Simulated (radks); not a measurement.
The numbers below are computed, except where a source is named.
The nuclear charge of the krypton ion Kr+ is varied continuously with 35 electrons held in [Ar] 3d10 4s2 4p5. Level of theory: Dirac Kohn-Sham, PBEsol, spin-unpolarised, spherical densities, finite nucleus; open shells fill j = l - 1/2 first; Fermi nuclear charge, rms radius 4.1884 fm (a radial shooting solver on a logarithmic mesh with Libxc functionals). By the Hellmann-Feynman theorem dE/dZ = E(electron-nucleus)/Z, the electronic potential at the nucleus (averaged over a nucleus of fixed radius).

Z	E (hartree)	E(electron-nucleus)/Z (hartree)	HOMO	e(HOMO) (eV)	<r> HOMO (bohr)
35.5	-2695.63151	-183.301	4p3/2	-13.140	1.964
35.75	-2741.67442	-185.043	4p3/2	-16.131	1.899
36	-2788.15277	-186.784	4p3/2	-19.282	1.839
36.25	-2835.06649	-188.526	4p3/2	-22.586	1.785
36.5	-2882.41555	-190.267	4p3/2	-26.040	1.735
36.75	-2930.19999	-192.009	4p3/2	-29.639	1.689
37	-2978.41988	-193.751	4p3/2	-33.380	1.646

The central difference of E at Z = 36 is -186.784 hartree, to compare with the third column; the second derivative is -6.97 hartree.
